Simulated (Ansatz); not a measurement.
The cluster Rb₅H₄, relaxed as a doublet with UKS B3LYP-D4/def2-SVP in Ansatz, starting from the GFN1-xTB geometry. Force threshold 0.02 eV/Å.

In the def2 sets Rb takes a core potential; there is no spin–orbit coupling. The relaxation made no stability test and no search for a lower SCF solution. Another isomer (doublet) lies 0.98 eV lower at PBE0-D4/def2-TZVP; other spin states weren't run for this one.

Start:

```xyz
9

Rb    3.038    0.779   -1.301
Rb    0.588   -0.037   -4.547
Rb   -0.955   -0.076   -0.355
Rb    1.381    0.318    3.116
Rb   -2.659   -0.580    3.692
H    -0.437   -0.139    4.736
H     2.870    0.605   -3.786
H    -1.094   -0.305   -2.791
H    -2.733   -0.566    1.237
```

Question: Estimate the energy that the relaxation releases and the steps that it takes.

Answer: 16.0 kcal/mol, in 20 steps; 86 s on 4 threads of Arm Neoverse V1 on a shared host. The force fell under the threshold at step 9, but the optimiser went on and released 0.040 eV more. No frequencies were taken in this run, so the end may be a saddle point.

Question: Does the start keep its bonding?

Answer: Bonds lost: Rb1–Rb3, Rb3–Rb4 (atoms count from 1). Metal–metal contacts that move far: Rb3–Rb5 4.42 to 5.12 Å, Rb2–Rb3 4.47 to 5.12 Å.

Question: Predict the relaxed structure.

Answer: 
```tsv
atom	x (Å)	y (Å)	z (Å)
Rb1	4.3749	0.9024	-0.8573
Rb2	0.7232	0.1510	-4.2727
Rb3	-3.4154	-0.7446	-1.3980
Rb4	2.6125	0.5685	3.7315
Rb5	-2.3352	-0.4651	3.6021
H6	0.1384	0.0607	4.3356
H7	3.0035	0.6204	-3.0431
H8	-1.6689	-0.3672	-3.3339
H9	-3.4332	-0.7261	1.2361
```
Bond lengths (bridged metal pairs left out): 1 × Rb–Rb 4.93 Å; 8 × H–Rb 2.60 to 2.63 Å.
